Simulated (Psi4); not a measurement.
H₄F₂GeN₂ (SMILES [NH2][Ge]([NH2])([F])[F]), singlet, geometry from GFN2-xTB; CAM-B3LYP/6-31G run with Psi4.

The Psi4 input:
```
memory 2 GB

molecule mol {
0 1
  N    -1.488538    0.809483   -0.620650
  Ge   -0.000526    0.032849   -0.011907
  N     1.458590    1.060870   -0.057320
  F    -0.090370   -0.550156    1.623075
  F     0.122546   -1.459379   -0.894654
  H    -1.792943    1.641593   -0.137584
  H    -2.276245    0.194202   -0.771776
  H     1.744265    1.398523   -0.964404
  H     2.261802    0.707851    0.444798
}

set basis 6-31g
set reference rks

energy('cam-b3lyp')
print_variables()
```

Output, abridged:

```
   => Loading Basis Set <=

    Name: 6-31G
    Role: ORBITAL
    Keyword: BASIS

         ---------------------------------------------------------
                                   SCF
               by Justin Turney, Rob Parrish, Andy Simmonett
                          and Daniel G. A. Smith
                              RKS Reference
         ---------------------------------------------------------

  ==> Geometry <==

    Molecular point group: c1
    Full point group: C1

    Geometry (in Angstrom), charge = 0, multiplicity = 1:

       Center              X                  Y                   Z               Mass
    ------------   -----------------  -----------------  -----------------  -----------------
         N           -1.489159241555     0.848286754552    -0.634715774021    14.003074004430
         GE          -0.001147241555     0.071652754552    -0.025972774021    73.921177761000
         N            1.457968758445     1.099673754552    -0.071385774021    14.003074004430
         F           -0.090991241555    -0.511352245448     1.609009225979    18.998403162730
         F            0.121924758445    -1.420575245448    -0.908719774021    18.998403162730
         H           -1.793564241555     1.680396754552    -0.151649774021     1.007825032230
         H           -2.276866241555     0.233005754552    -0.785841774021     1.007825032230
         H            1.743643758445     1.437326754552    -0.978469774021     1.007825032230
         H            2.261180758445     0.746654754552     0.430732225979     1.007825032230

  Running in c1 symmetry.

  Rotational constants: A =      0.11838  B =      0.11245  C =      0.10476 [cm^-1]
  Rotational constants: A =   3548.97137  B =   3371.20293  C =   3140.50536 [MHz]
  Nuclear repulsion =  438.663840621207839

  Charge       = 0
  Multiplicity = 1
  Electrons    = 68
  Nalpha       = 34
  Nbeta        = 34

  ==> Algorithm <==

  SCF Algorithm Type is DF.
  DIIS enabled.
  MOM disabled.
  Fractional occupation disabled.
  Guess Type is SAD.
  Energy threshold   = 1.00e-06
  Density threshold  = 1.00e-06
  Integral threshold = 1.00e-12

  ==> Primary Basis <==

  Basis Set: 6-31G
    Blend: 6-31G
    Number of shells: 39
    Number of basis functions: 73
    Number of Cartesian functions: 73
    Spherical Harmonics?: false
    Max angular momentum: 2

  ==> DFT Potential <==

   => LibXC <=

    Version 7.1.2
    S. Lehtola, C. Steigemann, M. J. T. Oliveira, and M. A. L. Marques,  SoftwareX 7, 1–5 (2018) (10.1016/j.softx.2017.11.002)

   => Composite Functional: CAM-B3LYP <=

    CAM-B3LYP Hyb-GGA Exchange-Correlation Functional

    T. Yanai, D. P. Tew, and N. C. Handy,  Chem. Phys. Lett. 393, 51 (2004) (10.1016/j.cplett.2004.06.011)

    Deriv               =              1
    GGA                 =           TRUE
    Meta                =          FALSE

    Exchange Hybrid     =           TRUE
    MP2 Hybrid          =          FALSE

   => Exchange Functionals <=

    0.3500         Becke 88 [omega = 0.3300]
    0.4600   Short-range recipe for B88 functional - erf [omega = 0.3300]

   => Exact (HF) Exchange <=

    0.4600            HF,LR [omega = 0.3300]
    0.1900               HF

   => Correlation Functionals <=

    0.1900   Vosko, Wilk & Nusair (VWN5)
    0.8100   Lee, Yang & Parr

   => LibXC Density Thresholds  <==

    XC_HYB_GGA_XC_CAM_B3LYP:  1.00E-14

   => Molecular Quadrature <=

    Radial Scheme          =       TREUTLER
    Pruning Scheme         =           NONE
    Nuclear Scheme         =       TREUTLER

    Blocking Scheme        =         OCTREE
    BS radius alpha        =              1
    Pruning alpha          =              1
    Radial Points          =             75
    Spherical Points       =            302
    Total Points           =         195273
    Total Blocks           =           1498
    Max Points             =            256
    Max Functions          =             70
[...]

  SCF_SUBTYPE=INCORE selected. In-core MEM_DF algorithm will be used.
  Using in-core AOs.

  ==> MemDFJK: Density-Fitted J/K Matrices <==

    J tasked:                   Yes
    K tasked:                   Yes
    wK tasked:                  Yes
    Omega:                3.300E-01
    Algorithm:                 Core
    Schwarz Cutoff:           1E-12
    Mask sparsity (%):       1.7639
    Fitting Condition:        1E-10

   => Auxiliary Basis Set <=

  Basis Set: (6-31G AUX)
    Blend: CC-PVDZ-JKFIT
    Number of shells: 179
    Number of basis functions: 633
    Number of Cartesian functions: 633
    Spherical Harmonics?: false
    Max angular momentum: 3

  Minimum eigenvalue in the overlap matrix is 7.8130084033E-04.
  Reciprocal condition number of the overlap matrix is 1.6060591042E-04.
    Using symmetric orthogonalization.

  ==> Pre-Iterations <==

  SCF Guess: Superposition of Atomic Densities via on-the-fly atomic UHF (no occupation information).

   -------------------------
    Irrep   Nso     Nmo
   -------------------------
     A         73      73
   -------------------------
    Total      73      73
   -------------------------

  ==> Iterations <==

                           Total Energy        Delta E     RMS |[F,P]|

   @DF-RKS iter SAD: -2384.61452610470178   -2.38461e+03   0.00000e+00
   @DF-RKS iter   1: -2386.95893344016076   -2.34441e+00   3.77990e-02 DIIS/ADIIS
   @DF-RKS iter   2: -2386.99903612830531   -4.01027e-02   4.16229e-02 DIIS/ADIIS
   @DF-RKS iter   3: -2388.21392014383719   -1.21488e+00   1.54502e-03 DIIS/ADIIS
   @DF-RKS iter   4: -2388.21469274732817   -7.72603e-04   1.33194e-03 DIIS/ADIIS
   @DF-RKS iter   5: -2388.21753982245173   -2.84708e-03   1.05690e-04 DIIS/ADIIS
   @DF-RKS iter   6: -2388.21756055862625   -2.07362e-05   4.87312e-05 DIIS
   @DF-RKS iter   7: -2388.21756567555349   -5.11693e-06   4.88897e-06 DIIS
   @DF-RKS iter   8: -2388.21756579842304   -1.22870e-07   5.60423e-07 DIIS
  Energy and wave function converged.

  ==> Post-Iterations <==

   Electrons on quadrature grid:
      Ntotal   =   67.9999790737 ; deviation = -2.093e-05

    Orbital Energies [Eh]
    ---------------------

    Doubly Occupied:

[...]
      34A     -0.351022

    Virtual:

[...]
    Final Occupation by Irrep:
              A
    DOCC [    34 ]
    NA   [    34 ]
    NB   [    34 ]

  @DF-RKS Final Energy: -2388.21756579842304

   => Energetics <=

    Nuclear Repulsion Energy =            438.6638406212078394
    One-Electron Energy =               -4197.9832581632172150
    Two-Electron Energy =                1459.7588414833919614
    DFT Exchange-Correlation Energy =     -88.6569897398057094
    Empirical Dispersion Energy =           0.0000000000000000
    VV10 Nonlocal Energy =                  0.0000000000000000
    Total Energy =                      -2388.2175657984234931

Computation Completed

Properties will be evaluated at   0.000000,   0.000000,   0.000000 [a0]

Properties computed using the SCF density matrix

 Multipole Moments:

 ------------------------------------------------------------------------------------
     Multipole            Electronic (a.u.)      Nuclear  (a.u.)        Total (a.u.)
 ------------------------------------------------------------------------------------

 L = 1.  Multiply by 2.5417464519 to convert [e a0] to [Debye]
 Dipole X            :          0.0643901           -0.0798398           -0.0154497
 Dipole Y            :         -4.0213920            4.9863226            0.9649307
 Dipole Z            :          1.4576847           -1.8074543           -0.3497697
 Magnitude           :                                                    1.0264837

 ------------------------------------------------------------------------------------

  Variable Map:
  ----------------------------------------------------------------------------
[...]
  Array Variable Map:
  ----------------------------------------------------------------------------
[...]
[...]
```
